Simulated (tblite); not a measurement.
Record of a relaxation.

Compound: C5H6F3P.
Bonds: C1–C2, C2–C3 (triple), C3–P4, P4–C5, C5–C6, C6–F7, C6–F8, C6–F9. Hydrogens: H10, H11, H12 on C1; H13 on P4; H14, H15 on C5.

Computed with GFN2-xTB (tblite), gas phase: L-BFGS steps from a force-field or distance-geometry start until the largest atomic force falls under 0.01 eV/Å. 9 of its 112 geometries are shown.

Step 0: E = -826.9040 eV, largest atomic force 3.585 eV/Å
```
atom  x, y, z in Å  |  force x, y, z in eV/Å
C1      3.643   -0.061    0.141   -0.624  -0.628  -0.524
C2      2.238   -0.270   -0.290    3.013   0.330   0.885
C3      1.114   -0.469   -0.617   -3.564  -0.389   0.009
P4     -0.598   -0.760   -1.158    1.239  -1.571  -2.073
C5     -1.629    0.708   -0.701    0.233   0.837   1.133
C6     -2.905    0.159   -0.065    0.541   0.563  -0.401
F7     -3.568   -0.660   -0.962    0.604   0.868   1.638
F8     -3.757    1.199    0.271    0.749  -1.741   0.009
F9     -2.494   -0.557    1.052   -1.541   0.817  -1.113
H10     4.109   -1.034    0.418   -0.462   0.610  -0.145
H11     4.235    0.357   -0.694   -0.339  -0.007   0.500
H12     3.626    0.593    1.016    0.189  -0.027  -0.253
H13    -1.131   -1.893   -0.391    0.687   1.280   0.254
H14    -1.849    1.363   -1.570    0.014  -0.599   0.296
H15    -1.040    1.335    0.021   -0.739  -0.344  -0.214
```

Step 14: E = -827.8395 eV, largest atomic force 0.120 eV/Å
```
atom  x, y, z in Å  |  force x, y, z in eV/Å
C1      3.559   -0.083    0.130   -0.053   0.014  -0.001
C2      2.191   -0.289   -0.279   -0.104  -0.025  -0.043
C3      1.026   -0.433   -0.562    0.008   0.040  -0.057
P4     -0.516   -0.787   -1.332   -0.049  -0.100  -0.044
C5     -1.548    0.667   -0.689   -0.114  -0.014   0.029
C6     -2.828    0.163   -0.075   -0.029  -0.022   0.026
F7     -3.514   -0.649   -0.895    0.041   0.041  -0.089
F8     -3.666    1.163    0.253    0.030  -0.019  -0.003
F9     -2.631   -0.544    1.049    0.051   0.058   0.069
H10     4.012   -1.038    0.401   -0.018   0.046   0.007
H11     4.116    0.355   -0.699    0.032   0.007   0.069
H12     3.590    0.588    0.988    0.073  -0.009  -0.009
H13    -0.944   -1.674   -0.334    0.039  -0.024   0.036
H14    -1.837    1.300   -1.534    0.085   0.053   0.042
H15    -1.015    1.269    0.051    0.007  -0.047  -0.031
```

Step 28: E = -827.8619 eV, largest atomic force 0.086 eV/Å
```
atom  x, y, z in Å  |  force x, y, z in eV/Å
C1      3.512   -0.063    0.129   -0.001  -0.014  -0.018
C2      2.156   -0.253   -0.325    0.018  -0.030  -0.029
C3      1.021   -0.428   -0.688   -0.067  -0.003  -0.007
P4     -0.559   -0.845   -1.347   -0.042   0.036   0.065
C5     -1.524    0.647   -0.671    0.079  -0.017  -0.029
C6     -2.821    0.170   -0.077    0.022   0.010  -0.025
F7     -3.495   -0.645   -0.904    0.039  -0.028   0.009
F8     -3.664    1.172    0.225    0.033   0.030   0.021
F9     -2.629   -0.516    1.063   -0.067   0.006  -0.015
H10     3.932   -1.030    0.402    0.029  -0.014   0.019
H11     4.110    0.367   -0.673    0.034   0.040   0.005
H12     3.545    0.593    0.997   -0.022   0.030  -0.003
H13    -0.883   -1.677   -0.262   -0.006  -0.016  -0.017
H14    -1.749    1.334   -1.490   -0.026   0.007   0.008
H15    -0.955    1.182    0.093   -0.023  -0.037   0.015
```

Step 42: E = -827.8701 eV, largest atomic force 0.049 eV/Å
```
atom  x, y, z in Å  |  force x, y, z in eV/Å
C1      3.494   -0.050    0.110   -0.002   0.010   0.002
C2      2.161   -0.281   -0.392    0.000   0.006   0.026
C3      1.018   -0.458   -0.730    0.026  -0.027   0.006
P4     -0.582   -0.877   -1.338    0.004   0.009  -0.048
C5     -1.494    0.629   -0.637   -0.024   0.001   0.002
C6     -2.818    0.183   -0.080   -0.004  -0.002   0.007
F7     -3.474   -0.629   -0.925   -0.002   0.003   0.005
F8     -3.650    1.204    0.186    0.017   0.022  -0.022
F9     -2.687   -0.495    1.071   -0.002  -0.027  -0.001
H10     3.934   -1.000    0.414    0.004   0.029  -0.009
H11     4.121    0.403   -0.658   -0.028  -0.009  -0.001
H12     3.454    0.614    0.975    0.021  -0.009  -0.019
H13    -0.876   -1.696   -0.237   -0.019  -0.031   0.031
H14    -1.691    1.347   -1.437    0.033   0.017  -0.004
H15    -0.915    1.116    0.150   -0.024   0.007   0.024
```

Step 56: E = -827.8782 eV, largest atomic force 0.114 eV/Å
```
atom  x, y, z in Å  |  force x, y, z in eV/Å
C1      3.479   -0.011    0.083    0.010   0.007  -0.011
C2      2.152   -0.332   -0.381   -0.070   0.020  -0.027
C3      1.019   -0.564   -0.720   -0.001   0.022   0.033
P4     -0.598   -0.930   -1.317   -0.010  -0.073   0.087
C5     -1.448    0.590   -0.573   -0.004   0.030  -0.006
C6     -2.827    0.210   -0.109    0.010   0.002   0.024
F7     -3.474   -0.565   -0.993    0.013   0.016   0.007
F8     -3.617    1.275    0.113    0.010  -0.013  -0.009
F9     -2.793   -0.476    1.045   -0.050  -0.043  -0.004
H10     3.995   -0.915    0.402    0.003  -0.041   0.003
H11     4.050    0.459   -0.716    0.022   0.008  -0.033
H12     3.419    0.676    0.926    0.011   0.020   0.034
H13    -0.920   -1.766   -0.229    0.024   0.041  -0.051
H14    -1.547    1.364   -1.337    0.028   0.024  -0.007
H15    -0.894    0.995    0.279    0.004  -0.019  -0.040
```

Step 69: E = -827.8846 eV, largest atomic force 0.075 eV/Å
```
atom  x, y, z in Å  |  force x, y, z in eV/Å
C1      3.479    0.019    0.053    0.055  -0.001   0.021
C2      2.141   -0.312   -0.366    0.002   0.018  -0.019
C3      1.012   -0.601   -0.673    0.001   0.026   0.021
P4     -0.604   -0.979   -1.254   -0.039  -0.025  -0.059
C5     -1.425    0.561   -0.522   -0.043  -0.014  -0.008
C6     -2.841    0.224   -0.136   -0.023   0.012  -0.005
F7     -3.474   -0.482   -1.087    0.023   0.006  -0.009
F8     -3.593    1.315    0.086    0.000   0.008   0.026
F9     -2.909   -0.515    0.984    0.030   0.014  -0.027
H10     3.997   -0.888    0.357    0.057  -0.043   0.017
H11     4.027    0.482   -0.766    0.007   0.000  -0.056
H12     3.459    0.711    0.893   -0.043   0.011   0.030
H13    -0.928   -1.808   -0.167    0.009   0.028   0.042
H14    -1.462    1.350   -1.279    0.022  -0.019   0.014
H15    -0.883    0.931    0.351   -0.056  -0.020   0.010
```

Step 83: E = -827.9038 eV, largest atomic force 0.055 eV/Å
```
atom  x, y, z in Å  |  force x, y, z in eV/Å
C1      3.534    0.060   -0.044   -0.013  -0.015  -0.014
C2      2.174   -0.314   -0.359    0.022   0.006   0.007
C3      1.026   -0.610   -0.569   -0.019  -0.031   0.017
P4     -0.604   -1.106   -1.025   -0.004  -0.003   0.006
C5     -1.437    0.464   -0.391    0.006  -0.016   0.003
C6     -2.921    0.263   -0.256   -0.018  -0.004  -0.008
F7     -3.491   -0.167   -1.391    0.019   0.000   0.009
F8     -3.556    1.399    0.084   -0.030   0.007  -0.008
F9     -3.235   -0.635    0.692    0.036  -0.019  -0.029
H10     4.100   -0.826    0.242   -0.006   0.006  -0.003
H11     4.005    0.516   -0.915   -0.011   0.002   0.017
H12     3.548    0.770    0.784   -0.003  -0.007  -0.025
H13    -0.843   -1.836    0.153    0.007   0.007   0.015
H14    -1.266    1.264   -1.114   -0.008   0.054  -0.006
H15    -1.039    0.766    0.580    0.023   0.012   0.018
```

Step 97: E = -827.9088 eV, largest atomic force 0.041 eV/Å
```
atom  x, y, z in Å  |  force x, y, z in eV/Å
C1      3.553    0.051   -0.071    0.003  -0.017   0.005
C2      2.185   -0.324   -0.339   -0.016   0.018  -0.007
C3      1.026   -0.611   -0.506   -0.006  -0.005  -0.006
P4     -0.606   -1.108   -0.942   -0.012   0.014   0.006
C5     -1.446    0.483   -0.367    0.001   0.019   0.006
C6     -2.932    0.258   -0.292    0.012  -0.004  -0.006
F7     -3.455   -0.097   -1.474    0.007   0.007   0.017
F8     -3.602    1.352    0.110    0.002  -0.015  -0.010
F9     -3.255   -0.718    0.574    0.004   0.012  -0.007
H10     4.127   -0.834    0.201    0.015  -0.012   0.003
H11     3.995    0.500   -0.960   -0.004   0.010   0.013
H12     3.593    0.764    0.751    0.006   0.009  -0.017
H13    -0.846   -1.789    0.265   -0.001   0.001  -0.003
H14    -1.259    1.282   -1.092    0.006  -0.033   0.024
H15    -1.082    0.798    0.615   -0.018  -0.003  -0.019
```

Step 111: E = -827.9095 eV, largest atomic force 0.009 eV/Å
```
atom  x, y, z in Å  |  force x, y, z in eV/Å
C1      3.552    0.058   -0.092   -0.001  -0.002  -0.001
C2      2.182   -0.324   -0.338   -0.004   0.001   0.002
C3      1.024   -0.623   -0.485    0.008   0.003   0.002
P4     -0.612   -1.127   -0.897   -0.001   0.002  -0.003
C5     -1.443    0.471   -0.333   -0.007   0.001   0.001
C6     -2.933    0.266   -0.315   -0.001   0.001  -0.001
F7     -3.420   -0.047   -1.524   -0.001  -0.003  -0.002
F8     -3.604    1.356    0.095    0.001   0.001  -0.003
F9     -3.298   -0.730    0.511    0.001  -0.001   0.001
H10     4.137   -0.822    0.175    0.001  -0.001  -0.001
H11     3.978    0.507   -0.990    0.003   0.000   0.001
H12     3.603    0.778    0.724    0.000  -0.001  -0.003
H13    -0.841   -1.796    0.318   -0.002   0.000   0.001
H14    -1.216    1.270   -1.043    0.000  -0.001   0.004
H15    -1.113    0.772    0.664    0.003   0.000   0.003
```

**Question.** Summarise the path.

**Answer.** The energy falls by 23.19 kcal/mol from step 0 to step 111; nine tenths of that is first reached at step 8. It rises by more than 0.2 meV at step 76. The largest force goes from 3.585 to 0.009 eV/Å. Among the bonds P4–H13 changes most, from 1.468 to 1.406 Å; the atoms move by 0.566 Å rms after alignment.

**Question.** Follow the three bonds and two angles with the largest change from start to end.

**Answer.** 
```json
{"step": "0", "E above end (kcal/mol)": "23.19", "largest force (eV/Å)": "3.585", "P4–H13 (Å)": "1.468", "C3–P4 (Å)": "1.819", "C6–F9 (Å)": "1.389", "C3–P4–C5 (°)": "108.9", "C3–P4–H13 (°)": "108.0"}
{"step": "5", "E above end (kcal/mol)": "3.95", "largest force (eV/Å)": "0.535", "P4–H13 (Å)": "1.429", "C3–P4 (Å)": "1.784", "C6–F9 (Å)": "1.341", "C3–P4–C5 (°)": "100.6", "C3–P4–H13 (°)": "99.4"}
{"step": "10", "E above end (kcal/mol)": "1.98", "largest force (eV/Å)": "0.236", "P4–H13 (Å)": "1.398", "C3–P4 (Å)": "1.766", "C6–F9 (Å)": "1.344", "C3–P4–C5 (°)": "101.5", "C3–P4–H13 (°)": "94.9"}
{"step": "14", "E above end (kcal/mol)": "1.62", "largest force (eV/Å)": "0.120", "P4–H13 (Å)": "1.402", "C3–P4 (Å)": "1.760", "C6–F9 (Å)": "1.342", "C3–P4–C5 (°)": "100.0", "C3–P4–H13 (°)": "94.8"}
{"step": "19", "E above end (kcal/mol)": "1.36", "largest force (eV/Å)": "0.106", "P4–H13 (Å)": "1.405", "C3–P4 (Å)": "1.763", "C6–F9 (Å)": "1.343", "C3–P4–C5 (°)": "98.2", "C3–P4–H13 (°)": "94.1"}
{"step": "24", "E above end (kcal/mol)": "1.19", "largest force (eV/Å)": "0.083", "P4–H13 (Å)": "1.403", "C3–P4 (Å)": "1.762", "C6–F9 (Å)": "1.343", "C3–P4–C5 (°)": "98.0", "C3–P4–H13 (°)": "93.4"}
{"step": "29", "E above end (kcal/mol)": "1.08", "largest force (eV/Å)": "0.066", "P4–H13 (Å)": "1.405", "C3–P4 (Å)": "1.762", "C6–F9 (Å)": "1.344", "C3–P4–C5 (°)": "97.8", "C3–P4–H13 (°)": "93.3"}
{"step": "34", "E above end (kcal/mol)": "0.99", "largest force (eV/Å)": "0.052", "P4–H13 (Å)": "1.404", "C3–P4 (Å)": "1.761", "C6–F9 (Å)": "1.344", "C3–P4–C5 (°)": "97.3", "C3–P4–H13 (°)": "93.5"}
{"step": "39", "E above end (kcal/mol)": "0.93", "largest force (eV/Å)": "0.044", "P4–H13 (Å)": "1.407", "C3–P4 (Å)": "1.762", "C6–F9 (Å)": "1.344", "C3–P4–C5 (°)": "97.2", "C3–P4–H13 (°)": "93.6"}
{"step": "43", "E above end (kcal/mol)": "0.90", "largest force (eV/Å)": "0.055", "P4–H13 (Å)": "1.403", "C3–P4 (Å)": "1.761", "C6–F9 (Å)": "1.343", "C3–P4–C5 (°)": "96.9", "C3–P4–H13 (°)": "93.3"}
{"step": "48", "E above end (kcal/mol)": "0.83", "largest force (eV/Å)": "0.061", "P4–H13 (Å)": "1.408", "C3–P4 (Å)": "1.763", "C6–F9 (Å)": "1.344", "C3–P4–C5 (°)": "97.2", "C3–P4–H13 (°)": "93.3"}
{"step": "53", "E above end (kcal/mol)": "0.77", "largest force (eV/Å)": "0.056", "P4–H13 (Å)": "1.404", "C3–P4 (Å)": "1.762", "C6–F9 (Å)": "1.343", "C3–P4–C5 (°)": "96.7", "C3–P4–H13 (°)": "93.7"}
{"step": "58", "E above end (kcal/mol)": "0.67", "largest force (eV/Å)": "0.079", "P4–H13 (Å)": "1.409", "C3–P4 (Å)": "1.762", "C6–F9 (Å)": "1.343", "C3–P4–C5 (°)": "95.7", "C3–P4–H13 (°)": "94.4"}
{"step": "63", "E above end (kcal/mol)": "0.64", "largest force (eV/Å)": "0.040", "P4–H13 (Å)": "1.405", "C3–P4 (Å)": "1.762", "C6–F9 (Å)": "1.343", "C3–P4–C5 (°)": "95.4", "C3–P4–H13 (°)": "94.5"}
{"step": "68", "E above end (kcal/mol)": "0.60", "largest force (eV/Å)": "0.071", "P4–H13 (Å)": "1.407", "C3–P4 (Å)": "1.759", "C6–F9 (Å)": "1.344", "C3–P4–C5 (°)": "95.5", "C3–P4–H13 (°)": "94.8"}
{"step": "72", "E above end (kcal/mol)": "0.51", "largest force (eV/Å)": "0.073", "P4–H13 (Å)": "1.406", "C3–P4 (Å)": "1.763", "C6–F9 (Å)": "1.343", "C3–P4–C5 (°)": "95.3", "C3–P4–H13 (°)": "94.3"}
{"step": "77", "E above end (kcal/mol)": "0.33", "largest force (eV/Å)": "0.118", "P4–H13 (Å)": "1.408", "C3–P4 (Å)": "1.763", "C6–F9 (Å)": "1.344", "C3–P4–C5 (°)": "95.2", "C3–P4–H13 (°)": "94.9"}
{"step": "82", "E above end (kcal/mol)": "0.15", "largest force (eV/Å)": "0.113", "P4–H13 (Å)": "1.407", "C3–P4 (Å)": "1.764", "C6–F9 (Å)": "1.345", "C3–P4–C5 (°)": "94.9", "C3–P4–H13 (°)": "95.1"}
{"step": "87", "E above end (kcal/mol)": "0.11", "largest force (eV/Å)": "0.048", "P4–H13 (Å)": "1.406", "C3–P4 (Å)": "1.763", "C6–F9 (Å)": "1.343", "C3–P4–C5 (°)": "95.2", "C3–P4–H13 (°)": "94.6"}
{"step": "92", "E above end (kcal/mol)": "0.06", "largest force (eV/Å)": "0.048", "P4–H13 (Å)": "1.407", "C3–P4 (Å)": "1.762", "C6–F9 (Å)": "1.344", "C3–P4–C5 (°)": "95.5", "C3–P4–H13 (°)": "94.3"}
{"step": "97", "E above end (kcal/mol)": "0.02", "largest force (eV/Å)": "0.041", "P4–H13 (Å)": "1.406", "C3–P4 (Å)": "1.761", "C6–F9 (Å)": "1.344", "C3–P4–C5 (°)": "95.7", "C3–P4–H13 (°)": "94.8"}
{"step": "101", "E above end (kcal/mol)": "0.01", "largest force (eV/Å)": "0.022", "P4–H13 (Å)": "1.406", "C3–P4 (Å)": "1.762", "C6–F9 (Å)": "1.344", "C3–P4–C5 (°)": "95.7", "C3–P4–H13 (°)": "94.8"}
{"step": "106", "E above end (kcal/mol)": "0.00", "largest force (eV/Å)": "0.041", "P4–H13 (Å)": "1.406", "C3–P4 (Å)": "1.761", "C6–F9 (Å)": "1.344", "C3–P4–C5 (°)": "95.6", "C3–P4–H13 (°)": "95.0"}
{"step": "111", "E above end (kcal/mol)": "0.00", "largest force (eV/Å)": "0.009", "P4–H13 (Å)": "1.406", "C3–P4 (Å)": "1.761", "C6–F9 (Å)": "1.344", "C3–P4–C5 (°)": "95.6", "C3–P4–H13 (°)": "94.9"}
```
